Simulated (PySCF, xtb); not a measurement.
C2H12OSi3, SMILES C[C@@H]([SiH3])O[SiH2][SiH3]. One conformer was computed; it need not be the lowest.

Harmonic wavenumbers (cm⁻¹) from GFN2-xTB run with xtb 6.7.1 at its own minimum, in rising order: 23, 52, 63, 114, 117, 160, 218, 232, 301, 380, 407, 442, 473, 485, 541, 551, 629, 697, 718, 758, 765, 778, 783, 807, 813, 828, 833, 984, 1014, 1105, 1129, 1261, 1312, 1400, 1485, 1502, 2129, 2183, 2200, 2241, 2246, 2269, 2286, 2290, 2836, 2999, 3034, 3035.

Q: What does PBE-D3(BJ)/def2-SVP (PySCF 2.14.0) give at its own minimum? (Estimate from the structure and the level; the computed values follow.)

A: 34, 57, 94, 115, 141, 177, 212, 241, 295, 340, 390, 398, 490, 541, 588, 603, 693, 714, 726, 787, 858, 875, 899, 901, 907, 910, 919, 929, 978, 1076, 1098, 1217, 1291, 1338, 1404, 1419, 2122, 2145, 2153, 2157, 2163, 2174, 2179, 2185, 2880, 2957, 3041, 3067. Paired by order, the mean absolute difference is 48 cm⁻¹ and the zero-point energies are 77.1 and 77.0 kcal/mol.
